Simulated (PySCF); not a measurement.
PySCF input:

```python
from pyscf import gto, scf, dft

mol = gto.M(
    atom='''
    C    -2.24537479   -0.28229455   -0.06670439
    C    -0.84159403    0.30426486   -0.17731920
    C     0.23144790   -0.68874790    0.27351304
    C     1.64882144   -0.16850467    0.18856934
    O     2.02266139    0.88917810   -0.17573353
    H    -2.35147988   -1.17592764   -0.68623855
    H    -2.99763569    0.43824060   -0.39181775
    H    -2.47751220   -0.56323303    0.96326976
    H    -0.76227173    1.21106156    0.42611393
    H    -0.63746387    0.60431956   -1.20736865
    H     0.08048568   -1.00596509    1.31018148
    H     0.20478343   -1.61022723   -0.31662476
    ''',
    basis='def2-tzvpd',
    charge=0,
    spin=1,
    verbose=4,
)

mf = scf.UHF(mol).density_fit(auxbasis='def2-universal-jkfit')
mf.conv_tol = 1e-9
mf.max_cycle = 100
mf.max_memory = 1500
mf.kernel()
if not mf.converged:
    mf = mf.newton()
    mf.kernel(mf.make_rdm1())
for _ in range(2):
    mo, _, stable, _ = mf.stability(return_status=True)
    if stable:
        break
    mf.kernel(mf.make_rdm1(mo, mf.mo_occ))
mf.analyze()
```

### Question
What final total energy does it print?

### Answer
-230.45929 Eh (HF/def2-TZVPD).

It need not be the lowest isomer of its formula.
